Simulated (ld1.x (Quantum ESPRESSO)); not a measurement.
## Ni (Z = 28): TM semilocal pseudisation with PBE, non-relativistic reference atom.

The input file (ld1.x (Quantum ESPRESSO) 7.5):

```
&input
   title='Ni', zed=28., rel=0, dft='PBE', iswitch=3,
   config='[Ar] 3d9 4s1 4p0',
   nld=3, rlderiv=1.35, eminld=-10.0, emaxld=5.0, deld=0.04
 /
 &inputp
   pseudotype=1, tm=.true., lloc=1,
   nlcc=.false.,
   file_pseudopw='Ni.pp', file_wfcaegen='ae.wfc', file_wfcncgen='nc.wfc'
 /
3
3S  1  0   2.00   0.00  1.00  1.00  0.0
3D  3  2   9.00   0.00  1.25  1.25  0.0
3P  2  1   6.00   0.00  1.00  1.00  0.0
 &test
   configts(1)='3s2 3p6 3d9 4s1 4p0'
 /
```

Command:

```bash
ld1.x < Ni.in > Ni.out
```

Resulting log (shortened: banner, matrices, multipoles, cross overlaps and the repeated all-electron block are left out):

```
Program LD1 v.7.5
     --------------------------- All-electron run ----------------------------

     Ni

     atomic number is 28.00
     dft =PBE   lsd =0 sic =0 latt =0  beta=0.20 tr2=1.0E-14
     Exchange-correlation= PBE
                           (   1   4   3   4   0   0   0)
     mesh =1195 r(mesh) =  98.77016 a.u. xmin = -7.00 dx = 0.01250
     1 Ry =  13.60569312 eV

     n l     nl                  e(Ry)          e(Ha)          e(eV)
     1 0     1S 1( 2.00)      -596.5886      -298.2943     -8117.0017
     2 0     2S 1( 2.00)       -70.3413       -35.1707      -957.0421
     2 1     2P 1( 6.00)       -61.3557       -30.6778      -834.7864
     3 0     3S 1( 2.00)        -7.5580        -3.7790      -102.8316
     3 1     3P 1( 6.00)        -4.8224        -2.4112       -65.6119
     3 2     3D 1( 9.00)        -0.3527        -0.1763        -4.7986
     4 0     4S 1( 1.00)        -0.3189        -0.1595        -4.3390
     4 1     4P 1( 0.00)        -0.0557        -0.0279        -0.7583

     final scf error:  2.5E-15 reached in  29 iterations

     Etot =   -3016.117677 Ry,   -1508.058838 Ha,  -41036.371531 eV

     Ekin =    3013.852343 Ry,    1506.926171 Ha,   41005.550092 eV
     Encl =   -7208.355090 Ry,   -3604.177545 Ha,  -98074.667276 eV
     Eh   =    1304.198909 Ry,     652.099454 Ha,   17744.530122 eV
     Exc  =    -125.813838 Ry,     -62.906919 Ha,   -1711.784469 eV

     normalization and overlap integrals

     s(1S/1S) =  1.000000  <r> =   0.0548  <r2> =    0.0040  r(max) =   0.0362
     s(2S/2S) =  1.000000  <r> =   0.2483  <r2> =    0.0727  r(max) =   0.2081
     s(2P/2P) =  1.000000  <r> =   0.2166  <r2> =    0.0575  r(max) =   0.1662
     s(3S/3S) =  1.000000  <r> =   0.7530  <r2> =    0.6557  r(max) =   0.6491
     s(3P/3P) =  1.000000  <r> =   0.7885  <r2> =    0.7360  r(max) =   0.6491
     s(3D/3D) =  1.000000  <r> =   1.1035  <r2> =    1.7449  r(max) =   0.6331
     s(4S/4S) =  1.000000  <r> =   3.0767  <r2> =   11.1885  r(max) =   2.3817
     s(4P/4P) =  1.000000  <r> =   5.2040  <r2> =   33.4867  r(max) =   3.7352

     ------------------------ End of All-electron run ------------------------

     --------------------- Generating NC pseudopotential ---------------------

      Generating local pot.: lloc=1, matching radius rcloc =   1.0000

      Wfc   3S  rcut= 0.993  Using Troullier-Martins method

      Wfc   3D  rcut= 1.243  Using Troullier-Martins method

     ------------------- End of pseudopotential generation -------------------

     Computing logarithmic derivative in   1.34860
     Computing logarithmic derivative in   1.34860
     Computing the partial wave expansion
     R is outside the sphere for l=    0 j= 0.00
       no projector for channel:   1
     R is outside the sphere for l=    2 j= 0.00

     ---------------------- Testing the pseudopotential ----------------------

     Ni

     atomic number is 28.00   valence charge is 18.00
     dft =PBE   lsd =0 sic =0 latt =0  beta=0.20 tr2=1.0E-14
     mesh =1195 r(mesh) =  98.77016 xmin = -7.00 dx = 0.01250

     n l     nl             e AE (Ry)        e PS (Ry)    De AE-PS (Ry)
     1 0     3S   1( 2.00)       -7.55798       -7.55798        0.00000
     2 1     3P   1( 6.00)       -4.82239       -4.82239        0.00000
     3 2     3D   1( 9.00)       -0.35269       -0.35269        0.00000
     2 0     4S   1( 1.00)       -0.31891       -0.33530        0.01639  !
     3 1     4P   1( 0.00)       -0.05574       -0.05627        0.00053

     eps = 1.2E-15  iter = 16

     Etot =   -3016.117677 Ry,   -1508.058838 Ha,  -41036.371531 eV
     Etotps =  -335.861376 Ry,    -167.930688 Ha,   -4569.626818 eV

     Ekin =     154.217048 Ry,      77.108524 Ha,    2098.229830 eV
     Encl =    -762.036481 Ry,    -381.018241 Ha,  -10368.034512 eV
     Ehrt =     298.420771 Ry,     149.210385 Ha,    4060.221432 eV
     Ecxc =     -33.410649 Ry,     -16.705324 Ha,    -454.575031 eV
     Epseu=       6.947934 Ry,       3.473967 Ha,      94.531463 eV

     ---------------------- End of pseudopotential test ----------------------
```

Generation and configuration tests took about 1.1 s on one core of a shared server CPU.

Transferability test of the new file with ld1.x, input:

```
&input
   title='Ni', zed=28., rel=0, dft='PBE', iswitch=2,
   config='[Ar] 3d9 4s1 4p0'
 /
 &test
   file_pseudo='Ni.pp', nconf=8,
   configts(1)='3s2 3p6 3d9 4s1 4p0',
   configts(2)='3s2 3p6 3d8 4s2 4p0',
   configts(3)='3s2 3p6 3d8 4s1 4p0',
   configts(4)='3s2 3p6 3d8 4s0 4p0',
   configts(5)='3s2 3p6 3d6 4s0 4p0',
   configts(6)='3s2 3p6 3d9 4s0 4p0',
   configts(7)='3s2 3p6 3d7 4s2 4p0',
   configts(8)='3s2 3p6 3d7 4s0 4p0'
 /
```

```bash
ld1.x < Ni.test.in > Ni.test.out
```

Pseudopotential blocks of its output, shortened (energy terms left out):

```
     ---------------------- Testing the pseudopotential ----------------------

     n l     nl             e AE (Ry)        e PS (Ry)    De AE-PS (Ry)
     1 0     3S   1( 2.00)       -7.55798       -7.55799        0.00000
     2 1     3P   1( 6.00)       -4.82239       -4.82239        0.00000
     3 2     3D   1( 9.00)       -0.35269       -0.35269        0.00000
     2 0     4S   1( 1.00)       -0.31891       -0.33530        0.01639  !
     3 1     4P   1( 0.00)       -0.05574       -0.05627        0.00053

     eps = 6.2E-15  iter = 23

     Etot =   -3016.117677 Ry,   -1508.058838 Ha,  -41036.371531 eV
     Etotps =  -335.861378 Ry,    -167.930689 Ha,   -4569.626836 eV

     ---------------------- End of pseudopotential test ----------------------

          ---------------------- Testing the pseudopotential ----------------------

     n l     nl             e AE (Ry)        e PS (Ry)    De AE-PS (Ry)
     1 0     3S   1( 2.00)       -7.94157       -7.93171       -0.00986  !
     2 1     3P   1( 6.00)       -5.19710       -5.18696       -0.01014  !
     3 2     3D   1( 8.00)       -0.67744       -0.66533       -0.01210  !
     2 0     4S   1( 2.00)       -0.40592       -0.42194        0.01602  !
     3 1     4P   1( 0.00)       -0.09259       -0.09016       -0.00242

     eps = 2.1E-15  iter = 17

     Etot =   -3015.972362 Ry,   -1507.986181 Ha,  -41034.394424 eV
     Etotps =  -335.737641 Ry,    -167.868821 Ha,   -4567.943314 eV
     dEtot_ae =       0.145315 Ry
     dEtot_ps =       0.123737 Ry,   Delta E=       0.021578 Ry

     ---------------------- End of pseudopotential test ----------------------

          ---------------------- Testing the pseudopotential ----------------------

     n l     nl             e AE (Ry)        e PS (Ry)    De AE-PS (Ry)
     1 0     3S   1( 2.00)       -8.60562       -8.60957        0.00394
     2 1     3P   1( 6.00)       -5.86190       -5.86563        0.00373
     3 2     3D   1( 8.00)       -1.33702       -1.33861        0.00159
     2 0     4S   1( 1.00)       -0.95234       -0.98172        0.02938  !
     3 1     4P   1( 0.00)       -0.55585       -0.55855        0.00270

     eps = 6.8E-15  iter = 18

     Etot =   -3015.299792 Ry,   -1507.649896 Ha,  -41025.243651 eV
     Etotps =  -335.042574 Ry,    -167.521287 Ha,   -4558.486449 eV
     dEtot_ae =       0.817884 Ry
     dEtot_ps =       0.818803 Ry,   Delta E=      -0.000919 Ry

     ---------------------- End of pseudopotential test ----------------------

          ---------------------- Testing the pseudopotential ----------------------

     n l     nl             e AE (Ry)        e PS (Ry)    De AE-PS (Ry)
     1 0     3S   1( 2.00)       -9.37783       -9.39990        0.02207  !
     2 1     3P   1( 6.00)       -6.63438       -6.65618        0.02180  !
     3 2     3D   1( 8.00)       -2.09917       -2.11828        0.01911  !
     2 0     4S   1( 0.00)       -1.56629       -1.61212        0.04583  !
     3 1     4P   1( 0.00)       -1.09721       -1.10829        0.01108  !

     eps = 1.0E-14  iter = 17

     Etot =   -3014.045064 Ry,   -1507.022532 Ha,  -41008.172204 eV
     Etotps =  -333.750607 Ry,    -166.875304 Ha,   -4540.908343 eV
     dEtot_ae =       2.072612 Ry
     dEtot_ps =       2.110770 Ry,   Delta E=      -0.038158 Ry

     ---------------------- End of pseudopotential test ----------------------

          ---------------------- Testing the pseudopotential ----------------------

     n l     nl             e AE (Ry)        e PS (Ry)    De AE-PS (Ry)
     1 0     3S   1( 2.00)      -12.49306      -12.53828        0.04522  !
     2 1     3P   1( 6.00)       -9.71701       -9.75906        0.04206  !
     3 2     3D   1( 6.00)       -5.06135       -5.08164        0.02029  !
     2 0     4S   1( 0.00)       -3.39740       -3.50058        0.10317  !
     3 1     4P   1( 0.00)       -2.74200       -2.76764        0.02564  !

     eps = 1.2E-15  iter = 21

     Etot =   -3007.017008 Ry,   -1503.508504 Ha,  -40912.550630 eV
     Etotps =  -326.677415 Ry,    -163.338708 Ha,   -4444.672663 eV
     dEtot_ae =       9.100668 Ry
     dEtot_ps =       9.183962 Ry,   Delta E=      -0.083294 Ry

     ---------------------- End of pseudopotential test ----------------------

          ---------------------- Testing the pseudopotential ----------------------

     n l     nl             e AE (Ry)        e PS (Ry)    De AE-PS (Ry)
     1 0     3S   1( 2.00)       -8.16513       -8.17685        0.01171  !
     2 1     3P   1( 6.00)       -5.43149       -5.44336        0.01187  !
     3 2     3D   1( 9.00)       -0.95902       -0.97116        0.01214  !
     2 0     4S   1( 0.00)       -0.82774       -0.85681        0.02907  !
     3 1     4P   1( 0.00)       -0.47010       -0.47678        0.00668  !

     eps = 3.2E-15  iter = 19

     Etot =   -3015.551494 Ry,   -1507.775747 Ha,  -41028.668219 eV
     Etotps =  -335.272630 Ry,    -167.636315 Ha,   -4561.616511 eV
     dEtot_ae =       0.566183 Ry
     dEtot_ps =       0.588748 Ry,   Delta E=      -0.022565 Ry

     ---------------------- End of pseudopotential test ----------------------

          ---------------------- Testing the pseudopotential ----------------------

     n l     nl             e AE (Ry)        e PS (Ry)    De AE-PS (Ry)
     1 0     3S   1( 2.00)       -9.13109       -9.11922       -0.01187  !
     2 1     3P   1( 6.00)       -6.37454       -6.36187       -0.01267  !
     3 2     3D   1( 7.00)       -1.79742       -1.77800       -0.01942  !
     2 0     4S   1( 2.00)       -1.08728       -1.11757        0.03029  !
     3 1     4P   1( 0.00)       -0.64541       -0.64306       -0.00235

     eps = 6.5E-15  iter = 20

     Etot =   -3014.758175 Ry,   -1507.379087 Ha,  -41017.874568 eV
     Etotps =  -334.538526 Ry,    -167.269263 Ha,   -4551.628516 eV
     dEtot_ae =       1.359502 Ry
     dEtot_ps =       1.322852 Ry,   Delta E=       0.036650 Ry

     ---------------------- End of pseudopotential test ----------------------

          ---------------------- Testing the pseudopotential ----------------------

     n l     nl             e AE (Ry)        e PS (Ry)    De AE-PS (Ry)
     1 0     3S   1( 2.00)      -10.83905      -10.87377        0.03472  !
     2 1     3P   1( 6.00)       -8.08075       -8.11415        0.03340  !
     3 2     3D   1( 7.00)       -3.48104       -3.50502        0.02398  !
     2 0     4S   1( 0.00)       -2.42984       -2.49983        0.07000  !
     3 1     4P   1( 0.00)       -1.86220       -1.87952        0.01732  !

     eps = 3.8E-16  iter = 19

     Etot =   -3011.272940 Ry,   -1505.636470 Ha,  -40970.455534 eV
     Etotps =  -330.956516 Ry,    -165.478258 Ha,   -4502.892787 eV
     dEtot_ae =       4.844736 Ry
     dEtot_ps =       4.904862 Ry,   Delta E=      -0.060126 Ry

     ---------------------- End of pseudopotential test ----------------------
```
